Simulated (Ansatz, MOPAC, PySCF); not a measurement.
Complex: dimethyl selenide (SMILES C[Se]C) (first 9 atoms) with NH3 (SMILES N); geometry from B3LYP-D3(BJ)/def2-TZVP, rigid monomers moved along the line of their centres of mass till H8···N10 is 3.51 Å.
(charge 0, multiplicity 1):
```xyz
13

C     -0.799     0.063    -1.832
Se    -0.605     0.357     0.097
C      1.318     0.730     0.103
H     -0.178    -0.773    -2.148
H     -1.845    -0.170    -2.018
H     -0.525     0.964    -2.377
H      1.860    -0.113    -0.322
H      1.587     0.856     1.149
H      1.525     1.638    -0.460
N      0.611     0.086     4.437
H      1.006    -0.284     5.293
H     -0.135     0.722     4.696
H      0.182    -0.685     3.937
```

Interaction energies are E(AB) − E(A) − E(B) at the monomers' geometry in the complex; basis-set methods are counterpoise corrected. Rows marked so take none.

Frozen-core correlation. Filled d and f shells under p-block atoms count as core. Rows in STO-3G carry no dispersion term and start afresh at each structure; the Pople sets are all-electron and without relativity. The state reached by AM1, PM3 isn't checked.

The values were computed with Ansatz (a quantum-chemistry and plane-wave program); MOPAC for AM1, PM3 (differences of heats of formation); PySCF for STO-3G rows, the dispersion terms. Values without a source in brackets are computed.

```csv
level,interaction energy (kJ/mol)
AM1,-1.3
PM3,-2.2
HF/STO-3G (no counterpoise),-2.5
PBE/def2-TZVPPD,-4.7
PBE-D4/def2-TZVPPD,?
r2SCAN-D3(BJ)/def2-TZVPPD,-5.7
B3LYP-D3(BJ)/def2-TZVPPD,-5.5
wB97X-V/def2-TZVPPD,-5.7
CCSD/aug-cc-pVDZ,-5.2
```

Fill in the missing entries.


- PBE-D4/def2-TZVPPD, interaction energy (kJ/mol): -6.4
